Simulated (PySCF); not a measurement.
# Static response to an electric field

Species: C6H6ClF.
Geometry (GFN2-xTB, Å), atoms numbered from 1 in this order:
```xyz
14
C6H6ClF angstrom
C      3.032    0.115    0.743
C      1.895    0.124    0.049
C      0.600   -0.004    0.657
C     -0.550    0.005   -0.041
C     -1.848   -0.121    0.558
F     -1.872   -0.255    1.907
C     -3.042   -0.124   -0.050
Cl    -3.222    0.032   -1.741
H      3.036    0.010    1.815
H      3.992    0.212    0.266
H      1.914    0.231   -1.028
H      0.573   -0.110    1.734
H     -0.546    0.110   -1.115
H     -3.961   -0.226    0.505
```

Level: B3LYP/def2-SVPD (PySCF), static field, nuclei fixed, core orbitals frozen in the response. The polarisability tensor in these axes (au):

```
x   183.38   3.47  32.52
y     3.47  55.92  -1.71
z    32.52  -1.71  90.25
```

What are the eigenvalues, a third of the trace, and Δα (Δα² = ½Σ(αi − αj)² over the three pairs)?

Principal values 55.58, 80.31 and 193.66 au; mean 109.85 au = 16.28 Å³ = 18.11 × 10⁻⁴⁰ C²·m²/J; Δα = 127.53 au (116 % of the mean).

What is the dipole moment, and where does it point?

(1.11, 0.07, -0.15) D, 1.12 D in size, pointing from the negative to the positive side. Measured along this direction, the outermost atoms are H14 at the negative end and H10 at the positive end.

What would n − 1 = 2πNα be for an ideal gas of these molecules at 500 K and 1 atm, electronic part alone?

N = p/kT = 1.4678 × 10¹⁹ cm⁻³, so n − 1 = 2π × N × 16.28 × 10⁻²⁴ cm³ = 1501 × 10⁻⁶ at long wavelengths, for an ideal gas.

Find the Langevin capture rate constant for H3O+ (19.018 u) meeting this molecule (132.014 u), k = 2.342 × 10⁻⁹ cm³/s × √(α in Å³ / reduced mass in u).

The reduced mass is 16.62 u, so k = 2.32 × 10⁻⁹ cm³/s. The formula leaves out the permanent dipole, which adds to the capture rate.

Rayleigh depolarisation ratio (linearly polarised light, static tensor)?

ρ = 3Δα²/(45ᾱ² + 4Δα²) = 48795.3/(543010 + 65060.4) = 0.0802.

In TDDFT the mean static polarisability is Σ f/ω² over all singlet excitations (ω in hartree). How much of it do the 8 lowest give? Their energies (eV) and oscillator strengths: 4.36, 0.8965; 5.34, 0.1366; 5.62, 0.0007; 5.89, 0.0000; 6.11, 0.0002; 6.34, 0.0421; 6.39, 0.0000; 6.42, 0.0063.

They add up to 39.36 au, 35.8 % of the 109.85 au; the largest single term is 34.90 au, from the state at 4.36 eV. Terms in order: 34.90, 3.55, 0.02, 0.00, 0.00, 0.78, 0.00, 0.11 au. Higher excitations give the rest. The strengths listed sum to 1.082.

The structure is a single GFN2-xTB conformer in the gas phase; no vibrational or solvent corrections.

The run behind these numbers computed excited states as well. On Arm Neoverse V1, one thread (shared host), this took 55 s wall.
